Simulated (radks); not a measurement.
Results of a calculation; reference values are marked as such.
Task: K4+, 15 electrons, occupied as [Ne] 3s2 3p2 4p1 (not the ground configuration). Code: a radial shooting solver on a logarithmic mesh with Libxc functionals. Model: non-relativistic Kohn-Sham, OLYP, spin-polarised, spherical densities, point nucleus; open shells are filled with parallel spins first. Some entries of the table are withheld. Estimate them.

| orbital | occ. | eigenvalue (eV) | r(max) (bohr) | <r> (bohr) |
|---|---|---|---|---|
| 1s up | 1 | -3583.567 | 0.05353 | 0.08155 |
| 1s down | 1 | -3582.815 | 0.05353 | 0.08153 |
| 2s up | 1 | -426.3711 | 0.3195 | 0.3880 |
| 2s down | 1 | -425.8985 | 0.3198 | 0.3876 |
| 2p up | 3 | (1) | 0.2626 | (2) |
| 2p down | 3 | (3) | 0.2631 | (4) |
| 3s up | 1 | -98.6681 | 1.027 | 1.143 |
| 3s down | 1 | -93.8542 | 1.033 | 1.161 |
| 3p up | 2 | -80.4945 | 1.059 | 1.197 |
| 3p down | 0 | -75.9964 | 1.068 | 1.225 |
| 4p up | 1 | -31.4036 | 2.713 | 2.838 |

Result: 
(1) 2p up eigenvalue (eV): -356.4106
(2) 2p up <r> (bohr): 0.3489
(3) 2p down eigenvalue (eV): -355.4999
(4) 2p down <r> (bohr): 0.3487
